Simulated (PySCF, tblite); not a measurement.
Species: C8H16Si.
Numbering: `[CH:1]#[C:2][C@@:3]([CH3:4])([CH2:5][CH3:6])[CH2:7][SiH2:8][CH3:9]` (hydrogens: H10 on C1; H11, H12, H13 on C4; H14, H15 on C5; H16, H17, H18 on C6; H19, H20 on C7; H21, H22 on Si8; H23, H24, H25 on C9)

Jobs on this species (25 atoms, 78 electrons) with PySCF (density fitting) and tblite. Hardware of each: one thread, Intel Xeon at 2.50 GHz (x86_64), no GPU, shared host. The host was shared with other jobs, so the times are rough.

```json
{"level and settings": "GFN2-xTB", "work": "L-BFGS relaxation", "basis functions": "–", "SCF cycles": "–", "wall time": "?"}
{"level and settings": "PBE0/pcSseg-1", "work": "shieldings, charges and field gradients", "basis functions": "240", "SCF cycles": "14", "wall time": "2.3 min"}
{"level and settings": "GFN2-xTB", "work": "Hessian by finite differences", "basis functions": "–", "SCF cycles": "–", "wall time": "4.1 s"}
```

Question: Fill in the missing figures.

Answer: 
- GFN2-xTB; L-BFGS relaxation: 2.9 s

Question: What do all jobs in the table cost together?

Answer: About 2.4 min; the longest takes about 95 % of that, and about 48 times as long as the shortest.
